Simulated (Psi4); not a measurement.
F₅Sb, charge +1, doublet, geometry from GFN2-xTB (a state made from the parent by changing its charge; the spin is typed, not shown lowest) (all electrons, no relativity); PBE0/STO-3G run with Psi4 1.11.

The Psi4 input:
```
memory 2 GB

molecule mol {
1 2
Sb    0.009643   -0.003026   -0.014232
F     1.003924   -0.641410    1.577068
F    -1.573467    0.900421   -0.793294
F     0.602389    1.821425    0.485191
F     1.085255   -0.500532   -1.486420
F    -1.172746   -1.562758    0.298105
}

set {
  basis sto-3g
  reference uks
  scf_type pk
  puream true
  d_convergence 1e-8
  dft_radial_points 99
  dft_spherical_points 590
}

energy('pbe0')
print_variables()
```

Output, abridged:

```
   => Loading Basis Set <=

    Name: STO-3G
    Role: ORBITAL
    Keyword: BASIS

         ---------------------------------------------------------
                                   SCF
               by Justin Turney, Rob Parrish, Andy Simmonett
                          and Daniel G. A. Smith
                              UKS Reference
         ---------------------------------------------------------

  ==> Geometry <==

    Molecular point group: c1
    Full point group: C1

    Geometry (in Angstrom), charge = 1, multiplicity = 2:

       Center              X                  Y                   Z               Mass
    ------------   -----------------  -----------------  -----------------  -----------------
         SB           0.009051475284    -0.002840223763    -0.013358977861   120.903812000000
         F            1.003332475284    -0.641224223763     1.577941022139    18.998403162730
         F           -1.574058524716     0.900606776237    -0.792420977861    18.998403162730
         F            0.601797475284     1.821610776237     0.486064022139    18.998403162730
         F            1.084663475284    -0.500346223763    -1.485546977861    18.998403162730
         F           -1.173337524716    -1.562572223763     0.298978022139    18.998403162730

  Running in c1 symmetry.

  Rotational constants: A =      0.07479  B =      0.07355  C =      0.06061 [cm^-1]
  Rotational constants: A =   2242.07745  B =   2204.92240  C =   1817.07044 [MHz]
  Nuclear repulsion =  760.205907677577443

  Charge       = 1
  Multiplicity = 2
  Electrons    = 95
  Nalpha       = 48
  Nbeta        = 47

  ==> Algorithm <==

  SCF Algorithm Type is PK.
  DIIS enabled.
  MOM disabled.
  Fractional occupation disabled.
  Guess Type is SAD.
  Energy threshold   = 1.00e-06
  Density threshold  = 1.00e-08
  Integral threshold = 1.00e-12

  ==> Primary Basis <==

  Basis Set: STO-3G
    Blend: STO-3G
    Number of shells: 26
    Number of basis functions: 52
    Number of Cartesian functions: 54
    Spherical Harmonics?: true
    Max angular momentum: 2

  ==> DFT Potential <==

   => LibXC <=

    Version 7.1.2
    S. Lehtola, C. Steigemann, M. J. T. Oliveira, and M. A. L. Marques,  SoftwareX 7, 1–5 (2018) (10.1016/j.softx.2017.11.002)

   => Composite Functional: PBE0 <=

    PBE0 Hyb-GGA Exchange-Correlation Functional

    C. Adamo and V. Barone,  J. Chem. Phys. 110, 6158 (1999) (10.1063/1.478522)
[...]
      Ntotal   =   95.0000635991 ; deviation = 6.360e-05

   @Spin Contamination Metric:   5.186228698E-03
   @S^2 Expected:                7.500000000E-01
   @S^2 Observed:                7.551862287E-01
   @S   Expected:                5.000000000E-01
   @S   Observed:                5.000000000E-01

    Orbital Energies [Eh]
    ---------------------

    Alpha Occupied:

[...]
    Alpha Virtual:

[...]
      52A     -0.068853

    Beta Occupied:

[...]
    Beta Virtual:

[...]
    Final Occupation by Irrep:
              A
    DOCC [    47 ]
    SOCC [     1 ]
    NA   [    48 ]
    NB   [    47 ]

  @UKS Final Energy: -6744.31494896035929

   => Energetics <=

    Nuclear Repulsion Energy =            760.2059076775774429
    One-Electron Energy =              -10811.5377775094675599
    Two-Electron Energy =                3471.4472222072799923
    DFT Exchange-Correlation Energy =    -164.4303013357481689
    Empirical Dispersion Energy =           0.0000000000000000
    VV10 Nonlocal Energy =                  0.0000000000000000
    Total Energy =                      -6744.3149489603592883

  UHF NO Occupations:
  HONO-2 :   46  A 1.9994162
  HONO-1 :   47  A 1.9984685
  HONO-0 :   48  A 1.0000000
  LUNO+0 :   49  A 0.0015315
  LUNO+1 :   50  A 0.0005838
  LUNO+2 :   51  A 0.0004241
  LUNO+3 :   52  A 0.0000553

Computation Completed

Properties will be evaluated at   0.000000,   0.000000,   0.000000 [a0]

Properties computed using the SCF density matrix

 Multipole Moments:

 ------------------------------------------------------------------------------------
     Multipole            Electronic (a.u.)      Nuclear  (a.u.)        Total (a.u.)
 ------------------------------------------------------------------------------------

 L = 1.  Multiply by 2.5417464519 to convert [e a0] to [Debye]
 Dipole X            :          0.0140020           -0.1073334           -0.0933313
 Dipole Y            :          0.0078947            0.0336797            0.0415744
 Dipole Z            :         -0.0295166            0.1584122            0.1288956
 Magnitude           :                                                    0.1644787

 ------------------------------------------------------------------------------------

  Variable Map:
  ----------------------------------------------------------------------------
[...]
  Array Variable Map:
  ----------------------------------------------------------------------------
[...]
[...]
```
